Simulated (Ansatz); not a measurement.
A nudged elastic band was laid between two geometries of GeH5NS (8 atoms, charge 0, multiplicity 1).

Level of theory: RKS PBE/def2-SVP (Ansatz).

```
movable images  : 9
climbing image  : yes
spring          : 5.0 eV/Å²
optimiser       : quadratic models (default)
start path      : IDPP
force threshold : 0.05 eV/Å
iteration limit : 60
end points      : relaxed
```

First end point:

```xyz
8
Properties=species:S:1:pos:R:3
N -1.075 0.451 -0.581
Ge 0.593 0.268 0.206
S 0.987 -1.929 0.428
H -1.424 1.417 -0.564
H -1.103 0.117 -1.552
H 0.490 1.010 1.565
H 1.829 0.768 -0.602
H -0.206 -2.160 1.045
```

Last end point:

```xyz
8
Properties=species:S:1:pos:R:3
N -1.193 0.664 -0.595
Ge 0.324 0.186 0.345
S 0.142 -2.035 0.660
H -1.366 1.675 -0.612
H -1.220 0.307 -1.557
H 0.242 0.987 1.672
H 1.708 0.417 -0.345
H 1.455 -2.259 0.377
```

Task: Which bonds break or form, and what moves?

Result: No bond is made or broken. The dihedral H6–Ge2–S3–H8 goes from 64 to -108°.

Task: Give the energies along the band, and the barrier.

Result: It converged. The highest image is number 5 of 0 to 10, 11.5 kJ/mol above the first end and 7.7 kJ/mol above the last; the last end lies 3.8 kJ/mol above the first. A vibrational analysis at the climbing image gives 2 clearly imaginary modes (208i, 53i cm⁻¹): a point of higher order, so a lower path passes nearby.

```json
{"image": "0", "path coordinate (Å)": "0.00", "energy (kJ/mol)": "0.0", "dihedral H6–Ge2–S3–H8 (°)": "64"}
{"image": "1", "path coordinate (Å)": "0.33", "energy (kJ/mol)": "0.8", "dihedral H6–Ge2–S3–H8 (°)": "49"}
{"image": "2", "path coordinate (Å)": "0.66", "energy (kJ/mol)": "3.3", "dihedral H6–Ge2–S3–H8 (°)": "32"}
{"image": "3", "path coordinate (Å)": "0.99", "energy (kJ/mol)": "6.8", "dihedral H6–Ge2–S3–H8 (°)": "14"}
{"image": "4", "path coordinate (Å)": "1.32", "energy (kJ/mol)": "10.1", "dihedral H6–Ge2–S3–H8 (°)": "-6"}
{"image": "5", "path coordinate (Å)": "1.65", "energy (kJ/mol)": "11.5", "dihedral H6–Ge2–S3–H8 (°)": "-26"}
{"image": "6", "path coordinate (Å)": "1.95", "energy (kJ/mol)": "10.5", "dihedral H6–Ge2–S3–H8 (°)": "-43"}
{"image": "7", "path coordinate (Å)": "2.24", "energy (kJ/mol)": "8.1", "dihedral H6–Ge2–S3–H8 (°)": "-60"}
{"image": "8", "path coordinate (Å)": "2.54", "energy (kJ/mol)": "5.5", "dihedral H6–Ge2–S3–H8 (°)": "-77"}
{"image": "9", "path coordinate (Å)": "2.84", "energy (kJ/mol)": "4.1", "dihedral H6–Ge2–S3–H8 (°)": "-93"}
{"image": "10", "path coordinate (Å)": "3.13", "energy (kJ/mol)": "3.8", "dihedral H6–Ge2–S3–H8 (°)": "-108"}
```

Task: What is the geometry of the highest image?

Result: 
```xyz
8
Properties=species:S:1:pos:R:3
N -0.949 0.682 -0.944
Ge 0.353 0.142 0.261
S 0.295 -2.115 0.278
H -1.089 1.700 -0.930
H -0.747 0.410 -1.913
H -0.067 0.688 1.652
H 1.807 0.603 -0.083
H 0.490 -2.167 1.624
```

The band took 5 iterations and of the order of 100 core-seconds.

The run took 95 s on 1 thread of AMD EPYC 7B13 (Zen 3), with other jobs on the host, peak memory 0.14 GiB.
